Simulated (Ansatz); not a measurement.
Born–Oppenheimer molecular dynamics of BF$_{2}$H$_{3}$O (7 atoms, charge 0, multiplicity 1). It starts at the highest image of a converged band, a first-order saddle point between two minima.

Level of theory: RKS PBE-D4/def2-SVP (Ansatz).

```
ensemble                      : NVE (velocity Verlet)
time step                     : 0.5 fs
steps asked                   : 200
starting velocities drawn for : 100 K
seed                          : 6345
```

First frame:

```xyz
7
Properties=species:S:1:pos:R:3
B 0.064 -0.275 -0.062
F -0.038 0.079 1.586
H 1.077 0.242 -0.476
F -1.130 0.027 -0.614
O 0.175 -1.716 0.357
H -0.653 -2.183 0.128
H 0.034 -1.029 1.461
```

What does the run give?

The run went to its last step.

* steps done: 200
* time covered: 100 fs
* mean temperature over the second half: 668 K
* spread of the potential energy over the second half: 14.3 meV per atom
* mean potential energy of the second half above the start: -52.5 meV per atom

The conserved energy stayed within 0.11 meV per atom of its start (net change -0.037 meV per atom), so the integration is sound. The kinetic energy rose, since the run started high on the potential surface and went downhill. It ends in pieces (BF2H + H2O), so much of that is their flight and rotation, not heat. A run of 0.1 ps of so small a system gives no equilibrium averages. The orbitals stay closed-shell, which can raise the energy where a bond breaks towards radicals; this wasn't checked here.

What happens to the structure?

Between its relaxed ends the band would form F2–H7 and break B1–F2, O5–H7. These pairs go: F2–H7 1.12 → 3.72 Å, B1–F2 1.69 → 1.34 Å, O5–H7 1.31 → 0.99 Å. In the last frame they stand as before the step (other bonds may differ from the relaxed reactants and products). Also parted: B1–O5 1.50 → 2.91 Å. It ends as BF2H + H2O. Pairs count as bonded within 1.25 times the sum of covalent radii (0.12 Å more for H–H). The details hang on the random start.

How do temperature and energy run in time?


```json
{"time (fs)": "0", "T (K)": "100", "potential energy less start (eV)": "0.000", "conserved less start (meV/atom)": "0.00"}
{"time (fs)": "8", "T (K)": "20", "potential energy less start (eV)": "0.052", "conserved less start (meV/atom)": "0.02"}
{"time (fs)": "16", "T (K)": "141", "potential energy less start (eV)": "-0.026", "conserved less start (meV/atom)": "0.01"}
{"time (fs)": "24", "T (K)": "527", "potential energy less start (eV)": "-0.276", "conserved less start (meV/atom)": "0.01"}
{"time (fs)": "32", "T (K)": "1012", "potential energy less start (eV)": "-0.590", "conserved less start (meV/atom)": "-0.06"}
{"time (fs)": "40", "T (K)": "881", "potential energy less start (eV)": "-0.505", "conserved less start (meV/atom)": "-0.05"}
{"time (fs)": "48", "T (K)": "874", "potential energy less start (eV)": "-0.500", "conserved less start (meV/atom)": "0.00"}
{"time (fs)": "56", "T (K)": "835", "potential energy less start (eV)": "-0.475", "conserved less start (meV/atom)": "0.00"}
{"time (fs)": "64", "T (K)": "800", "potential energy less start (eV)": "-0.452", "conserved less start (meV/atom)": "0.00"}
{"time (fs)": "72", "T (K)": "586", "potential energy less start (eV)": "-0.314", "conserved less start (meV/atom)": "0.00"}
{"time (fs)": "80", "T (K)": "748", "potential energy less start (eV)": "-0.419", "conserved less start (meV/atom)": "-0.10"}
{"time (fs)": "88", "T (K)": "431", "potential energy less start (eV)": "-0.214", "conserved less start (meV/atom)": "0.02"}
{"time (fs)": "96", "T (K)": "483", "potential energy less start (eV)": "-0.247", "conserved less start (meV/atom)": "0.00"}
```

The run took 2.6 min on 2 threads of Arm Neoverse V1, on a shared host, peak memory 0.12 GiB.
